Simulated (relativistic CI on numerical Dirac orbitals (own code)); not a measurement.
Xe⁷⁺: calculation against measurement

Method of calculation: Dirac-Coulomb-Breit CI, KLI orbitals optimised for each configuration, a model potential for QED, unscaled Slater integrals (own radial code, finite nucleus).

CI space (outside the closed core [Kr]): 4d¹⁰5s, 4d¹⁰5p, 4d¹⁰5d, 4d¹⁰4f, 4d¹⁰5f, 4d¹⁰5g, 4d¹⁰6s, 4d⁹5s4f, 4d⁹5s², 4d¹⁰6p, 4d⁸5s5p², 4d⁹5p², 4d¹⁰6d, 4d⁹5s5p, 4d¹⁰7s, 4d¹⁰7p. Levels of other configurations are missing.

| Configuration | Term (tabulated) | J | Measured (cm⁻¹) | Computed | Error | Purity (%) |
| --- | --- | --- | --- | --- | --- | --- |
| 4d¹⁰5s | 2S | 1/2 | 0.0 | 0 | 0 | 100 |
| 4d¹⁰5p | 2P° | 1/2 | 116467.0 | 111558 | -4909 | 99 |
| 4d¹⁰5p | 2P° | 3/2 | 135052.0 | 129647 | -5405 | 99 |
| 4d¹⁰4f | 2F° | 5/2 | 265161.0 | 263706 | -1455 | 100 |
| 4d¹⁰4f | 2F° | 7/2 | 265711.0 | 264045 | -1666 | 100 |
| 4d¹⁰5d | 2D | 3/2 | 309888.0 | 304146 | -5742 | 100 |
| 4d¹⁰5d | 2D | 5/2 | 312816.0 | 306923 | -5893 | 100 |
| 4d¹⁰6s | 2S | 1/2 | 395497.0 | 387226 | -8271 | 100 |
| 4d¹⁰6p | 2P° | 1/2 | 443378.0 | 433808 | -9570 | 100 |
| 4d¹⁰6p | 2P° | 3/2 | 450773.0 | 440940 | -9833 | 100 |
| 4d¹⁰5f | 2F° | 5/2 | 497579.0 | 489827 | -7752 | 100 |
| 4d¹⁰5f | 2F° | 7/2 | 498018.0 | 490215 | -7803 | 100 |
| 4d¹⁰6d | 2D | 3/2 | 527425.0 | 517415 | -10010 | 100 |
| 4d¹⁰6d | 2D | 5/2 | 528794.0 | 518687 | -10107 | 100 |
| 4d¹⁰7s | 2S | 1/2 | 565296.0 | 554089 | -11207 | 100 |
| 4d¹⁰7p | 2P° | 1/2 | 589827.0 | 578173 | -11654 | 100 |
| 4d¹⁰7p | 2P° | 3/2 | 593781.0 | 581822 | -11959 | 99 |
| 4d⁹5s4f | 2P° † | 1/2 | 811260.0 | 664121 | -147139 | 96 |
| 4d⁹5s4f | 2P° † | 3/2 | 811400.0 | 669179 | -142221 | 89 |

Measured levels from Saloman, J. Phys. Chem. Ref. Data 33, 765 (2004); pairs were made by configuration, J and term (by order where the table uses no LS term), so strongly mixed levels may be paired wrongly.

Mean error by configuration (cm⁻¹): 4d¹⁰5p -5157; 4d¹⁰4f -1561; 4d¹⁰5d -5817; 4d¹⁰6s -8271; 4d¹⁰6p -9701; 4d¹⁰5f -7777; 4d¹⁰6d -10059; 4d¹⁰7s -11207; 4d¹⁰7p -11807. Over the excited levels the mean absolute error is 7702 cm⁻¹ (18 of the 36 excited levels that our extract of the source holds in range could be paired, and the others can miss by more), and the median relative error of those above 1,000 cm⁻¹ is 1.9 %. † marks terms whose computed intervals miss the measured ones by more than a factor of 2.5, or configurations far off the rest, from wrong mixing, a near crossing or a doubtful label or measurement; they are left out of the means.
